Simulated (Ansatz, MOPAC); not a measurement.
Species: C4H2BrSe, charge 0, multiplicity 2. SMILES: Brc1[se]cc[c]1

Atoms: Br1, C2, C3, C4, C5, Se6, H7, H8. Bonds: Br1-C2, C2-C3, C2-Se6, C3-C4, C4-C5, C4-H7, C5-Se6, C5-H8.

Bond lengths (Å) and angles (degrees) optimised at PM3 with MOPAC; PM7 with MOPAC; B3LYP/LANL2DZ with Ansatz (an electronic-structure program), each started from the B3LYP-D3(BJ)/def2-TZVP structure (Ansatz) of the last column. A row stands for all coordinates that are equal there; 13 of 19 kinds are shown. No wavenumbers were computed at B3LYP/LANL2DZ, so these may be saddle points.

| coordinate | PM3 | PM7 | B3LYP/LANL2DZ | B3LYP-D3(BJ)/def2-TZVP |
|---|---|---|---|---|
| Br1-C2 | 1.824 | 1.843 | 1.932 | 1.875 |
| C2-C3 | 1.327 | 1.324 | 1.351 | 1.331 |
| C2-Se6 | 1.902 | 1.957 | 1.957 | 1.906 |
| C3-C4 | 1.410 | 1.410 | 1.438 | 1.414 |
| C4-C5 | 1.361 | 1.353 | 1.379 | 1.361 |
| C4-H7 | 1.092 | 1.081 | 1.084 | 1.080 |
| C5-Se6 | 1.915 | 1.917 | 1.924 | 1.878 |
| C5-H8 | 1.083 | 1.066 | 1.083 | 1.079 |
| Br1-C2-C3 | 130.6 | 129.3 | 128.7 | 129.5 |
| Br1-C2-Se6 | 123.9 | 127.3 | 122.6 | 122.5 |
| C3-C2-Se6 | 105.5 | 103.3 | 108.6 | 108.1 |
| C2-C3-C4 | 124.3 | 126.8 | 120.2 | 120.5 |
| C2-Se6-C5 | 88.2 | 87.5 | 85.9 | 87.0 |

Mean signed difference of all 8 bond lengths from B3LYP-D3(BJ)/def2-TZVP: PM3 -0.001 Å, PM7 0.003 Å, B3LYP/LANL2DZ 0.028 Å.
